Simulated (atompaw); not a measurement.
## What one change does to a pseudopotential (germanium (Ge), PAW (atompaw))

```
Element                 : Ge
Generator               : atompaw 4.2.0.5
Type                    : PAW
Functional              : LDA (PW92)
Relativity              : scalar-relativistic
Frozen core             : [Ar] 3d10
Valence charge          : 4
Reference configuration : 4s1 4p0 (charge +3)
Partial waves           : 4s (bound): rc 1.65 bohr; 4s channel at -0.3 Ry: rc 1.65 bohr; 4p (bound, empty): rc 0.95 bohr; 4p channel at -1.9 Ry: rc 0.95 bohr; 4d channel at 0.1 Ry: rc 1.40 bohr; 4d channel at 2.3 Ry: rc 1.40 bohr
Local potential         : troulliermartins scheme with l = 3 at 0.5 Ry, radius 1.50 bohr
Core correction         : smooth core density matched at 1.05 bohr
Augmentation charge     : besselshape compensation charge, radius 1.20 bohr; PAW radius 1.65 bohr; waves and projectors: custom rrkj vanderbiltortho
```

Change: augmentation besselshape compensation charge, radius 1.20 bohr; PAW radius 1.65 bohr; waves and projectors: custom polynom2 7 10 vanderbiltortho.

Cutoffs: the cutoffs (Ry, on a coarse ladder) from which the occupation-weighted sum of valence levels, in a spherical-Bessel basis at the reference potential, stays within 10 and 1 mRy of its value at 400 Ry; they do not see the model core or the augmentation charge, which bear on the density cutoff.

**Question.** What does the change do?

**Answer.** The potential gets harder (10 Ry and 15 Ry → 18 Ry and 21 Ry); the bound ghosts move from d, p to d, p, s.

| quantity | base | changed |
| --- | --- | --- |
| cutoff, loose | 10 Ry | 18 Ry |
| cutoff, tight | 15 Ry | 21 Ry |
| bound ghosts | p, d | s, p, d |
| s: phases at 1.66 bohr within 0.05 rad from the reference energy up to (Ry; the scan ends near 5) | to the end of the scan | to the end of the scan |
| p: phases at 1.66 bohr within 0.05 rad from the reference energy up to (Ry; the scan ends near 5) | to the end of the scan | to the end of the scan |
| d: phases at 1.66 bohr within 0.05 rad from the reference energy up to (Ry; the scan ends near 5) | to the end of the scan | to the end of the scan |
| lowest overlap eigenvalue by channel | s 0.41, p 0.12, d 0.87 | s 0.01, p 0.56, d 0.87 |

Base: The cutoffs count occupied waves only; the empty 4p level needs 110 Ry at the loose tolerance. Changed file: The cutoffs count occupied waves only; the empty 4p level needs over 300 Ry at the loose tolerance. A true bound ghost makes a file unfit for plane-wave use even where its test errors are small: the radial tests pick states by their node count and pass the ghost by. The cutoffs see the waves, projectors and local potential, not the compensation charge or the core.
